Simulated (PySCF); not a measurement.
C2H5ClO2Si, SMILES C=C([SiH](O)O)Cl.

Geometry: B3LYP-D3(BJ)/def2-SVP. The structure was generated by enumeration, and PubChem lists no compound with its InChIKey, so it may never have been made. Other conformers were not sampled.

All values below come from TDA-B3LYP/def2-SVPD in PySCF.

Vertical excitations. Isolated molecule, no solvent.

| state | energy (eV) | λ (nm) | f | main pairs |
|---|---|---|---|---|
| S1 | 5.98 | 207 | 0.002 | HOMO−1→LUMO 97 % |
| S2 | 6.31 | 196 | 0.004 | HOMO→LUMO+1 74 %, HOMO→LUMO+2 19 % |
| S3 | 6.48 | 191 | 0.166 | HOMO→LUMO 75 % |
| S4 | 6.81 | 182 | 0.038 | HOMO→LUMO+2 69 %, HOMO→LUMO+1 21 % |
| S5 | 6.99 | 177 | 0.004 | HOMO−2→LUMO 88 % |
| S6 | 7.18 | 173 | 0.048 | HOMO−1→LUMO+1 79 % |
| S7 | 7.30 | 170 | 0.008 | HOMO→LUMO+3 85 % |
| S8 | 7.36 | 168 | 0.001 | HOMO−1→LUMO+2 50 %, HOMO−3→LUMO 32 % |
| S9 | 7.36 | 168 | 0.014 | HOMO−3→LUMO 47 %, HOMO−1→LUMO+2 34 % |
| S10 | 7.63 | 163 | 0.010 | HOMO→LUMO+4 74 %, HOMO−4→LUMO 19 % |
| T1 | 4.00 | 310 | 0 | HOMO→LUMO 92 % |
| T2 | 5.59 | 222 | 0 | HOMO−1→LUMO 95 % |
| T3 | 5.85 | 212 | 0 | HOMO→LUMO+1 64 %, HOMO→LUMO+2 24 % |
| T4 | 6.46 | 192 | 0 | HOMO−1→LUMO+1 65 %, HOMO−1→LUMO+2 19 % |
Triplets are in the Tamm–Dancoff approximation.
